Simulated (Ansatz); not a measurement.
Consider the cleavage of the Zn–Si bond: `[NH2][Zn][SiH2]F` + `OCF` → `[NH2][Zn][O]CF` + `F[SiH3]`.

Computed with Ansatz on PBE0-D4/def2-TZVP structures; ΔE is electronic, products minus reactants. CCSD(T)/CBS adds triple-zeta CCSD(T) − MP2 to the extrapolated MP2 energy (def2 sets, frozen cores). This one scheme is used for every species. Functionals use def2-TZVPP. HSE06 is defined as in plane-wave codes. For Zn outer-core shells are correlated without core-valence functions, which leaves a few kJ/mol of doubt a bond. Scalar relativity is left out up to krypton. Each species was taken in one conformer, which may not be the lowest.

| level | ΔE (kJ/mol) |
| --- | --- |
| revPBE-D4 | -17.1 |
| BLYP-D4 | -26.7 |
| r2SCAN0-D4 | -31.1 |
| BHLYP-D4 | -36.0 |
| HSE06 | -18.5 |
| MP2/def2-SVP | -57.2 |
| MP2/def2-TZVPP | -46.0 |
| CCSD(T)/def2-TZVPP | -42.5 |

(1) What does CCSD(T)/CBS give? (Best estimate.)

Largest T1 diagnostic among the species: 0.015.

Results:

(1) Ansatz gave: -39.2 kJ/mol. The listed levels differ from it by 22.1, 12.5, 8.1, 3.2, 20.7, -18.0, -6.8, -3.3 kJ/mol.

In def2-TZVPP, CCSD(T) changes the Hartree–Fock value by +7.1 kJ/mol (the triples alone add +0.1 kJ/mol) and MP2 by +3.7 kJ/mol. At CCSD(T), def2-SVP lies −13.2 kJ/mol from the extrapolated value and def2-TZVPP −3.3 kJ/mol. From PBE to PBE0 (25 % exact exchange), in def2-TZVPP and without D4, ΔE moves by −4.9 kJ/mol.

CCSD(T)/CBS has its own doubt, a few kJ/mol and more with outer-core shells, so smaller differences from it don't rank the levels.
